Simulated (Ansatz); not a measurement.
Molecular dynamics of ClH₃O₂Sn

input.yaml

```yaml
crystal:
  periodic: [false, false, false]
  atoms:
    - { symbol: Sn, position_ang: [-0.174455, 0.028304, 0.300238] }
    - { symbol: H, position_ang: [0.06774, 0.282708, 1.947981] }
    - { symbol: Cl, position_ang: [1.842543, -0.282296, -0.852797] }
    - { symbol: O, position_ang: [-1.101745, 1.579641, -0.431737] }
    - { symbol: H, position_ang: [-1.451992, 1.467247, -1.313972] }
    - { symbol: O, position_ang: [-1.233796, -1.563337, -0.116025] }
    - { symbol: H, position_ang: [-0.780895, -2.208667, -0.656987] }
basis:
  gaussian: { orbitals: def2-SVP }
hamiltonian:
  xc: { name: BHLYP }
  dispersion: d4
md:
  timestep: 0.5
  n_steps: 150
  ensemble: nvt_langevin
  temperature: 500.0
  initial_velocities: maxwell_boltzmann
  seed: 351656
  friction: 0.05
```

Command:

```bash
$ ansatz run input.yaml --threads 1 --pin off --max-ram 2048MiB --backend cpu --events-out ev --progress --plain --runs-dir out
```

It starts from a relaxed structure.

Output, in part (step lines, the closing report, with atoms numbered from 0):

```
md step     0: t =     0.00 fs  T =   428.6 K  F+E_penalty+E_count = -22487.49548710 eV  E_kin = 0.387780 eV  (25 SCF iters)
[... lines left out ...]
Total energy: -22487.22018507 eV, -826.3900994161 hartree
Atom 0 at    -0.020204     0.076105     0.361040 Å, force    -2.557950     0.403209     0.472610 eV/Å
Atom 1 at     0.175471     0.254010     2.100142 Å, force     0.132146    -0.039680    -1.042363 eV/Å
Atom 2 at     1.812518    -0.323691    -0.953025 Å, force     0.558239    -0.024197    -0.244361 eV/Å
Atom 3 at    -1.142556     1.578891    -0.409882 Å, force     1.021693    -0.716166     0.506224 eV/Å
Atom 4 at    -1.080041     1.580686    -1.364392 Å, force    -0.002765     0.107294    -0.034871 eV/Å
Atom 5 at    -1.339084    -1.372849    -0.015158 Å, force     0.165379     0.303673    -0.058146 eV/Å
Atom 6 at    -2.114557    -1.069855    -0.512909 Å, force     0.683257    -0.034132     0.400908 eV/Å
Dipole moment:     0.073905     0.177573     0.051368 e Å
```

The steps, from the saved trajectory:

| time (fs) | T (K) | potential energy less start (eV) |
| --- | --- | --- |
| 0 | 429 | 0.000 |
| 2.5 | 411 | 0.031 |
| 5 | 422 | 0.107 |
| 7.5 | 447 | 0.159 |
| 10 | 427 | 0.197 |
| 12.5 | 380 | 0.289 |
| 15 | 395 | 0.305 |
| 17.5 | 351 | 0.327 |
| 20 | 474 | 0.358 |
| 22.5 | 448 | 0.340 |
| 25 | 493 | 0.285 |
| 27.5 | 247 | 0.277 |
| 30 | 390 | 0.280 |
| 32.5 | 384 | 0.302 |
| 35 | 632 | 0.340 |
| 37.5 | 640 | 0.369 |
| 40 | 676 | 0.314 |
| 42.5 | 521 | 0.320 |
| 45 | 609 | 0.310 |
| 47.5 | 621 | 0.370 |
| 50 | 602 | 0.407 |
| 52.5 | 616 | 0.418 |
| 55 | 792 | 0.376 |
| 57.5 | 538 | 0.296 |
| 60 | 438 | 0.284 |
| 62.5 | 463 | 0.224 |
| 65 | 599 | 0.207 |
| 67.5 | 530 | 0.187 |
| 70 | 415 | 0.204 |
| 72.5 | 414 | 0.244 |
| 75 | 289 | 0.275 |

The run went to its last step. The mean temperature of the second half is 11 % above the set value. A run of 0.075 ps of so small a system gives no equilibrium averages.

The same pairs are bonded in the first frame and the last. Pairs count as bonded within 1.25 times the sum of covalent radii (0.12 Å more for H–H).

Last frame:

```xyz
7
Properties=species:S:1:pos:R:3
Sn -0.020 0.076 0.361
H 0.175 0.254 2.100
Cl 1.812 -0.324 -0.953
O -1.143 1.579 -0.410
H -1.080 1.581 -1.364
O -1.339 -1.373 -0.015
H -2.115 -1.070 -0.513
```

Run time: 6.3 min on 1 thread of Intel(R) Xeon(R) 6975P-C (Granite Rapids), on a shared host, peak memory 0.21 GiB.
